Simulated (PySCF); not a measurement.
## Telling isomers of C7H11OP apart by NMR

Computed data (PySCF 2.14.0 with density-fitted response routines): structure optimised with PBE0-D3(BJ)/def2-SVP, shielding tensors at PBE0/pcSseg-1 (GIAO). Isolated molecule, one conformer, no relativistic terms, averaged over atoms made equivalent by symmetry, fast rotation or ring inversion.

Shifts are taken against calculated references (same method and geometry level): ¹H and ¹³C against TMS. Splittings of carbon signals by F and P are missing where no couplings were computed. Where no couplings were computed, multiplicities follow the n + 1 count of equivalent neighbours, and m marks all less simple cases (inequivalent or close neighbours, rings, F or P nearby). Shifts are as computed. Against solution values, carbons near 30 ppm lie about +2 ppm off and those near 130 ppm about +5 ppm. Of 1313 compounds with measured shifts, 239 miss one by over three times the rms of a fit or turn the order of signals round; such compounds aren't used in these exercises.

(1) Tabulate the signals of `C=C/C(OC)=P\C1CC1`, `Cc1pcoc1C(C)C`, `CC(C)(C)c1cpco1` and their relative energies.

(2) What is the quickest way to tell Cc1pcoc1C(C)C from CC(C)(C)c1cpco1?

(3) What is the quickest way to tell C=C/C(OC)=P\C1CC1 from Cc1pcoc1C(C)C?

(4) What is the quickest way to tell C=C/C(OC)=P\C1CC1 from CC(C)(C)c1cpco1?

Answers

(1) 
| SMILES | carbon types | δC | δH | E rel. (kcal/mol) |
| --- | --- | --- | --- | --- |
| C=C/C(OC)=P\C1CC1 | 1×C 2×CH 3×CH2 1×CH3 | 222.1, 137.9, 120.1, 57.8, 9.3, 6.5 | 7.40 (m, 1H), 5.85 (m, 1H), 5.30 (m, 1H), 3.85 (s, 3H), 0.94 (m, 2H), 0.88 (m, 1H), 0.46 (m, 2H) | 48.8 |
| Cc1pcoc1C(C)C | 2×C 2×CH 3×CH3 | 184.1, 168.1, 134.1, 29.7, 22.7, 12.9 | 8.47 (m, 1H), 2.90 (sept, 1H), 2.29 (m, 3H), 1.25 (d, 6H) | 0.0 |
| CC(C)(C)c1cpco1 | 2×C 2×CH 3×CH3 | 186.8, 176.3, 121.1, 35.2, 30.5 | 8.67 (m, 1H), 6.69 (m, 1H), 1.31 (s, 9H) | 0.4 |

Energies are electronic energies at PBE0/pcSseg-1 on these geometries, without zero-point or thermal terms, each for the one conformer computed, which needn't be the lowest.

(2) Count the carbon signals: 6 against 5. The first has an sp3 CH on an aromatic ring at 29.7 ppm, the second an aromatic CH at 121.1 ppm. Their most deshielded carbons lie at 184.1 and 186.8 ppm.

(3) Both give the same number of carbon signals, but DEPT or the intensities differ. The first has a terminal =CH2 carbon at 120.1 ppm, the second a substituted aromatic carbon (C) at 134.1 ppm. Their most deshielded carbons lie at 222.1 and 184.1 ppm. In the proton spectra the most deshielded non-exchanging signals are 7.40 (m, 1H) and 8.47 (m, 1H).

(4) Count the carbon signals: 6 against 5. The first has a terminal =CH2 carbon at 120.1 ppm, the second a quaternary sp3 carbon on an aromatic ring (C) at 35.2 ppm. Their most deshielded carbons lie at 222.1 and 186.8 ppm. In the proton spectra the most deshielded non-exchanging signals are 7.40 (m, 1H) and 8.67 (m, 1H).
